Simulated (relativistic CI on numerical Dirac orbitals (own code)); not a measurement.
# Hyperfine structure of Au¹⁴⁺, mass number 197

Calculated at this level of theory: Dirac-Coulomb-Breit CI, separate exchange-only KLI orbitals for each configuration, model QED, unscaled Slater integrals (own radial code, finite nucleus).

Configurations in the expansion (outside the closed core [Kr] 4d10): 4f¹⁴5s²5p³, 4f¹⁴5s5p⁴, 4f¹⁴5s²5p²5d, 4f¹³5s²5p⁴, 4f¹⁴5s5p³5d, 4f¹⁴5s²5p²5f, 4f¹⁴5s²5p²5g, 4f¹³5s²5p³5d, 4f¹⁴5s5p³5f, 4f¹⁴5s²5p²6s, 4f¹⁴5p⁵, 4f¹³5p⁶, 4f¹⁴5s²5p5d², 4f¹⁴5s²5d³, 4f¹⁴5s5p5d³, 4f¹⁴5s²5d²5f, 4f¹⁴5s²5d²5g, 4f¹⁴5s²5p5f², 4f¹⁴5s²5d5f², 4f¹⁴5s5p5d5f², 4f¹⁴5s²5f³, 4f¹⁴5s²5f²5g. Double excitations out of closed p, d and f shells are left out; levels of such configurations are missing from the list, as are those of other unlisted configurations, and high levels can miss mixing partners. Some configurations lack a partner that the ground configuration has and come out too high, among them 4f¹³5s²5p³5d, 4f¹⁴5s5p³5f, 4f¹⁴5s²5p²6s.

Nuclear spin I = 3/2, μ = 0.1452 μN, Q = 0.547 b (tables of Stone and Pyykkö). The electronic factors are computed for point nuclear moments, without core polarisation or the Bohr-Weisskopf and QED corrections.

```json
{"Level": "4f¹⁴5s²5p³ ²D°5/2", "E (cm⁻¹)": "167626", "A (MHz)": "3252", "B (MHz)": "-4.65"}
{"Level": "4f¹⁴5s²5p³ ²P°1/2", "E (cm⁻¹)": "193024", "A (MHz)": "11570", "B (MHz)": ""}
{"Level": "4f¹⁴5s²5p³ ²P°3/2", "E (cm⁻¹)": "344294", "A (MHz)": "1217", "B (MHz)": "-14500"}
{"Level": "4f¹³5s²5p⁴ ⁴G°11/2", "E (cm⁻¹)": "436802", "A (MHz)": "554.3", "B (MHz)": "2660"}
{"Level": "4f¹³5s²5p⁴ ²D°3/2", "E (cm⁻¹)": "440144", "A (MHz)": "-525.5", "B (MHz)": "128"}
{"Level": "4f¹⁴5s5p⁴ ⁴P5/2", "E (cm⁻¹)": "466945", "A (MHz)": "7863", "B (MHz)": "4840"}
{"Level": "4f¹³5s²5p⁴ ⁴D°3/2", "E (cm⁻¹)": "469604", "A (MHz)": "441.1", "B (MHz)": "-1600"}
{"Level": "4f¹³5s²5p⁴ ⁴D°1/2", "E (cm⁻¹)": "469978", "A (MHz)": "-596.6", "B (MHz)": ""}
```

Levels with J = 0, under 50 % of one LS term, or S terms without an open s electron are left out. Small factors come from cancelling terms and can be off by tens of per cent or more.

At this charge transitions that keep the count of f electrons are usually good to a few per cent. Levels and lines within the n = 5 or 6 shells can be off by up to 10 % or somewhat more, and those that change n by about 2 %, since core polarisation is missing. Levels that differ in their count of f electrons can be misplaced by several ten thousand cm⁻¹, since the correlation energy of f electrons is missing or only estimated; rates across such gaps can be off by orders of magnitude.

Question: Give the hyperfine levels of 4f¹⁴5s²5p³ ²P°1/2 relative to its centre of gravity.

Answer: With K = F(F + 1) − I(I + 1) − J(J + 1), E = AK/2: F = 1: -14470, F = 2: 8680 MHz.

LS names give the leading component of a level, which can be under half, so a name can repeat, a term be missing and a line seem to break the LS rules.
